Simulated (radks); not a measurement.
Problem. The mean radii <r> (bohr) of the occupied orbitals of an atom or ion are listed with their occupations. Method: scalar-relativistic Kohn-Sham, PBE, spin-unpolarised, spherical densities, finite nucleus; Fermi nuclear charge, rms radius of each element as measured or else 0.836 A^(1/3) + 0.57 fm; computed with a radial shooting solver on a logarithmic mesh with Libxc functionals.

orbital  occ.      <r>
1s          2  0.09688
2s          2   0.4788
2p          6   0.4423
3s          2    1.637
3p          3    1.895

Name the element and its charge.

Solution. Z = 16, sulfur, charge +1: S+ in [Ne] 3s2 3p3. The 1s radius gives Z: for a bare nucleus <r> = (2 gamma + 1)/(2Z) with gamma = sqrt(1 - (Z/c)^2), 0.09332 bohr for Z = 16, and screening makes it slightly larger (0.09688 here). The occupations add up to 15, and the charge is Z minus that.
